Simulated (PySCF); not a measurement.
AuClH₃N, SMILES [Cl][Au]<-[NH3], multiplicity 1.

The structure is a stationary point at B3LYP-D3(BJ)/def2-TZVP. The spin state was assumed, not searched. The def2 effective core potentials stand for the cores of Au; spin–orbit coupling is left out.

Method: PySCF 2.14.0 with TDDFT-PBE/def2-SVPD.

Vertical excitations; the highest root listed may be one member of a degenerate set. Isolated molecule, no solvent. State labels are in the subgroup Cs.

```
state  symmetry  energy (eV)  λ (nm)      f                                   main pairs
-----  --------  -----------  ------  -----  -------------------------------------------
S1           A"         3.98     312  0.002                   HOMO→LUMO (degenerate set)
S2           A'         3.98     312  0.002                 HOMO−1→LUMO (degenerate set)
S3           A'         4.81     258  0.024                             HOMO−2→LUMO 96 %
S4           A'         5.16     240  0.000                 HOMO−4→LUMO (degenerate set)
S5           A"         5.16     240  0.000                 HOMO−3→LUMO (degenerate set)
S6           A"         5.66     219  0.000         HOMO→LUMO+2 50 %, HOMO−1→LUMO+3 50 %
S7           A"         5.68     218  0.011                 HOMO→LUMO+1 (degenerate set)
S8           A'         5.68     218  0.011               HOMO−1→LUMO+1 (degenerate set)
S9           A'         5.69     218  0.000  HOMO→LUMO+3, HOMO−1→LUMO+2 (degenerate set)
S10          A"         5.69     218  0.000  HOMO−1→LUMO+3, HOMO→LUMO+2 (degenerate set)
T1           A"         3.78     328      0                   HOMO→LUMO (degenerate set)
T2           A'         3.78     328      0                 HOMO−1→LUMO (degenerate set)
T3           A'         4.41     281      0                             HOMO−2→LUMO 99 %
T4           A"         5.01     248      0                            HOMO−3→LUMO 100 %
```
Triplets are in the Tamm–Dancoff approximation, which puts them higher than full response would, so one can lie above its singlet here.
